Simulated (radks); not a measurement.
Values are calculated unless marked as measured or tabulated.
Q: The mean radii <r> (bohr) of the occupied orbitals of an atom or ion are listed with their occupations. Code: a radial shooting solver on a logarithmic mesh with Libxc functionals. Model: Dirac Kohn-Sham, PBE, spin-unpolarised, spherical densities, finite nucleus; Fermi nuclear charge, rms radius of each element as measured or else 0.836 A^(1/3) + 0.57 fm.

| orbital | occ. | <r> |
|---|---|---|
| 1s1/2 | 2 | 0.2296 |
| 2s1/2 | 2 | 1.245 |
| 2p1/2 | 2 | 1.276 |
| 6s1/2 | 1 | 32.37 |

Name the element and its charge. Open shells, if any, fill j = l - 1/2 first.

A: Z = 7, nitrogen, charge 0: N in [He] 2s2 2p2 6s1. The 1s radius gives Z: for a bare nucleus <r> = (2 gamma + 1)/(2Z) with gamma = sqrt(1 - (Z/c)^2), 0.2141 bohr for Z = 7, and screening makes it slightly larger (0.2296 here). The occupations add up to 7, and the charge is Z minus that.
